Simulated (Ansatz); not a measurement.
Abridged output of a molecular run in Ansatz:

```
Functional definition: HF
1553 factors; integrals over basis functions are off by at most 1.0e-3 eV
mean field evaluation 1: about -127501.9211 eV, gradient 5.0e1 eV
mean field evaluation 2: about -127502.1214 eV, gradient 5.0e1 eV
mean field evaluation 4: about -127506.6797 eV, gradient 3.8e0 eV
mean field evaluation 8: about -127506.7350 eV, gradient 3.4e-1 eV
mean field -127506.73599617 eV, -4685.7861206893 hartree, gradient 3.6e-6 eV, S^2 0.000000; 0 other end points of the search recorded, 0 dependent functions left out
21 core orbitals not correlated: weight in the atoms' cores, before any rotation towards them, 1.000 or more for the frozen orbitals, at most 0.000 for the correlated occupied ones
reference -127506.73599617 eV, -4685.7861206893 hartree; 25, 25 occupied and 199, 199 virtual orbitals, 1553 factors
second order -31.24869985 eV of doubles, -0.00000000 eV of singles
cycle   1  -30.59009254 eV  change    6.6e-1 eV  update   1.3e-1
cycle   2  -31.39362106 eV  change   -8.0e-1 eV  update   3.9e-2
cycle   3  -31.56137643 eV  change   -1.7e-1 eV  update   2.1e-2
cycle   4  -31.53993027 eV  change    2.1e-2 eV  update   5.6e-3
cycle   5  -31.53564203 eV  change    4.3e-3 eV  update   2.9e-3
cycle   6  -31.53784650 eV  change   -2.2e-3 eV  update   9.3e-4
cycle   7  -31.53742784 eV  change    4.2e-4 eV  update   3.6e-4
cycle   8  -31.53728137 eV  change    1.5e-4 eV  update   1.0e-4
cycle   9  -31.53733592 eV  change   -5.5e-5 eV  update   4.2e-5
cycle  10  -31.53734001 eV  change   -4.1e-6 eV  update   1.3e-5
perturbative correction -1.19867925 eV, -0.0440506498 hartree
Total energy: -127539.47201542 eV, -4686.9891472076 hartree
```

Its atoms:

```xyz
9

C     1.577   -0.237   -0.026
O     0.271   -0.543    0.410
Ga   -1.181    0.324   -0.101
O    -2.750   -0.184    0.536
Br   -1.063    2.062   -1.548
H     2.203    0.001    0.840
H     2.006   -1.107   -0.532
H     1.611    0.613   -0.717
H    -2.674   -0.929    1.139
```

Task: Which basis set was used?
A. def2-TZVPPD
B. cc-pV(Q+d)Z
C. def2-TZVPP
D. cc-pV(D+d)Z

Result: C. It gives 245 functions.

Task: Write the keys of the input that set method, charge and spin (a neutral closed shell needs none for the last two).

Result: 
```yaml
correlation: {method: ccsd_t}
```
